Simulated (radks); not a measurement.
Values are calculated unless marked as measured or tabulated.
Question: The mean radii <r> (bohr) of the occupied orbitals of an atom or ion are listed with their occupations. Code: a radial shooting solver on a logarithmic mesh with Libxc functionals. Model: Dirac Kohn-Sham, PBEsol, spin-unpolarised, spherical densities, finite nucleus; Fermi nuclear charge, rms radius of each element as measured or else 0.836 A^(1/3) + 0.57 fm.

orbital  occ.      <r>
1s1/2       2  0.01580
2s1/2       2  0.06581
2p1/2       2  0.05389
2p3/2       4  0.06294
3s1/2       2   0.1711
3p1/2       2   0.1616
3p3/2       4   0.1780
3d3/2       4   0.1545
3d5/2       6   0.1595
4s1/2       2   0.3771
4p1/2       2   0.3778
4p3/2       4   0.4126
4d3/2       4   0.4162
4d5/2       6   0.4273
5s1/2       2   0.8317
4f5/2       6   0.4381
4f7/2       8   0.4443
5p1/2       2   0.8852
5p3/2       4   0.9752
5d3/2       4    1.213
5d5/2       6    1.258
6s1/2       2    2.188
6p1/2       2    2.775
6p3/2       1    3.239

Name the element and its charge. Open shells, if any, fill j = l - 1/2 first.

Answer: Z = 83, bismuth, charge 0: Bi in [Hg] 6p3. The 1s radius gives Z: for a bare nucleus <r> = (2 gamma + 1)/(2Z) with gamma = sqrt(1 - (Z/c)^2), 0.01561 bohr for Z = 83, and screening makes it slightly larger (0.01580 here). The occupations add up to 83, and the charge is Z minus that.
